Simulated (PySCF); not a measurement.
Cartesian coordinates in Å; atom numbers follow the order of the lines, from 1:
```xyz
13

F     2.6990   -0.1602   -1.2812
C     1.8115    0.7113   -0.7992
C     0.6516    0.3276   -0.2781
C     0.0905   -1.0798   -0.1230
C    -1.2890   -0.7746    0.5391
Si   -0.8745    1.0834    0.4975
H     2.1583    1.7458   -0.8867
H    -0.0063   -1.5961   -1.0932
H     0.7342   -1.7169    0.5070
H    -2.1505   -1.0812   -0.0715
H    -1.4092   -1.2147    1.5394
H    -0.6926    1.7761    1.8120
H    -1.7210    1.9617   -0.3698
```

Geometry: PBE0-D3(BJ)/def2-SVP; GIAO absolute shieldings from PySCF, gas phase, non-relativistic, averaged over equivalent atoms.

At LC-wPBE/pcSseg-1 (144 basis functions, 24 s wall time on 1 thread of an Arm Neoverse V1, shared host):
```json
{"atoms": "F1", "σ (ppm)": "276.7"}
{"atoms": "C2", "σ (ppm)": "25.8"}
{"atoms": "C3", "σ (ppm)": "69.6"}
{"atoms": "C4", "σ (ppm)": "162.7"}
{"atoms": "C5", "σ (ppm)": "186.1"}
{"atoms": "Si6", "σ (ppm)": "389.4"}
{"atoms": "H7", "σ (ppm)": "24.98"}
{"atoms": "H12/H13", "σ (ppm)": "26.33"}
{"atoms": "H8/H9", "σ (ppm)": "28.39"}
{"atoms": "H10/H11", "σ (ppm)": "30.10"}
```

Q: Estimate the result of repeating the calculation with PBE0/pcSseg-1.

A: 
| atoms | σ at PBE0/pcSseg-1 | change |
| --- | --- | --- |
| F1 | 257.5 | -19.2 |
| C2 | 26.5 | +0.7 |
| C3 | 67.2 | -2.4 |
| C4 | 154.5 | -8.2 |
| C5 | 180.6 | -5.5 |
| Si6 | 384.0 | -5.4 |
| H7 | 24.93 | -0.05 |
| H12/H13 | 26.02 | -0.31 |
| H8/H9 | 28.08 | -0.31 |
| H10/H11 | 29.98 | -0.12 |

The largest change is at F1 (vinylic fluorine). Cost: 144 basis functions, 12 s wall time on 1 thread of an Arm Neoverse V1, shared host. The order of the carbon signals is the same at both levels.
